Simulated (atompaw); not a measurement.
## PBE PAW (atompaw) dataset for manganese, non-relativistic all-electron reference.

The input file (atompaw 4.2.0.5):

```
Mn 25
GGA-PBE loggrid 1500 logderivrange -8 5 326
4 4 3 0 0 0
4 1 0
3 2 5
0 0 0
c
c
v
v
c
v
v
v
2
2.05 2.00 1.90 1.55
n
n
y
0.05
n
bloechl sinc
3 1 vpsmatchnc
PWSCFOUT
UPFDX 0.0125d0 UPFXMIN -7.d0 UPFZMESH 25.d0
END
```

Command:

```bash
atompaw < Mn.input > Mn.log
```

The program printed (summary file):

```
Completed calculations for Mn (AE)

 Exchange-correlation type: GGA, Perdew-Burke-Ernzerhof

 Radial integration grid is logarithmic
 r0 =   3.3078265E-04 h =   8.2695663E-03   n =      1500 rmax =   8.0000000E+01

 Non-relativistic calculation

 AEatom converged in  36 iterations
   nz     =  25.00
   delta  =       2.858418073814E-17

 All Electron Orbital energies:
  n  l      occupancy      energy
  1  0      2.0000000E+00 -4.6847251E+02
  2  0      2.0000000E+00 -5.3857274E+01
  3  0      2.0000000E+00 -6.1875020E+00
  4  0      2.0000000E+00 -3.6963030E-01
  2  1      6.0000000E+00 -4.6163941E+01
  3  1      6.0000000E+00 -3.9900147E+00
  4  1      0.0000000E+00 -1.0240423E-01
  3  2      5.0000000E+00 -5.1520417E-01

 Total energy
   Total                    :    -2301.10321648045010

 ---
 Completed calculations for Mn (SC)

 Exchange-correlation type: GGA, Perdew-Burke-Ernzerhof

 Radial integration grid is logarithmic
 r0 =   3.3078265E-04 h =   8.2695663E-03   n =      1500 rmax =   8.0000000E+01

 Non-relativistic calculation

 SCatom converged in   1 iterations
   nz     =  25.00
   delta  =       8.709564049141E-17

 Valence Electron Orbital energies:
  n  l      occupancy      energy
   3  0      2.0000000E+00 -6.1875020E+00
   4  0      2.0000000E+00 -3.6963030E-01
   3  1      6.0000000E+00 -3.9900147E+00
   4  1      0.0000000E+00 -1.0240423E-01
   3  2      5.0000000E+00 -5.1520417E-01

 Total energy
   Total                    :    -2301.10321647693581
   Valence                  :     -284.51978646669568

 PAW parameters:
       lmax =            2
         rc =    2.0512547385661501
        irc =         1057
   rc_shape =    2.0009837288953629
    rc_vloc =    1.9041069716468662
    rc_core =    1.5612790494583408
   Vloc: VPS match (norm-conservation) with l= 3;e=   1.0000E+00
   Projector type: Bloechl + Gram-Schmidt ortho.
   Sinc^2 compensation charge shape zeroed at   2.0010E+00

 Number of basis functions     6
 No.   n  nodes  l      Energy         Cp coeff         Occ
  1    3    2    0   -0.6187502E+01 -0.6836272E+01  0.2000000E+01
  2    4    3    0   -0.3696303E+00 -0.9710181E+01  0.2000000E+01
  3    3    1    1   -0.3990015E+01  0.2179148E+00  0.6000000E+01
  4    4    2    1   -0.1024042E+00  0.1663674E+00  0.0000000E+00
  5    3    0    2   -0.5152042E+00  0.4925253E+01  0.5000000E+01
  6  999    1    2    0.5000000E-01  0.6064885E+01  0.0000000E+00

 Eigenvalues of overlap operator (in the basis of projectors):
    1        2.95182961E-02
    2        1.67707269E-01
    3        1.08636654E+00
    4        6.24615717E+00
    5        7.32020216E+00
    6        2.19079849E+01

 Orbital leakage outside PAW augmentation regions
   orb  is_core?  %out_of_sphere
   1 0    T           0.00
   2 0    T           0.00
   3 0    F           0.36
   4 0    F          82.49
   2 1    T           0.00
   3 1    F           0.98
   4 1    F          94.51
   3 2    F          11.49

 Summary of PAW energies
   Total valence energy     :   -284.51978648600220
   Smooth energy            :    -51.11843485402898
   One center               :   -233.40135163197323
   Smooth kinetic           :     84.15209516781050
   Vloc energy              :   -113.54291151596627
   Smooth exch-corr         :    -25.90749500393338
   One-center xc            :    -77.16625506867373
```

The run took about 0.98 s on one core of a shared server CPU.
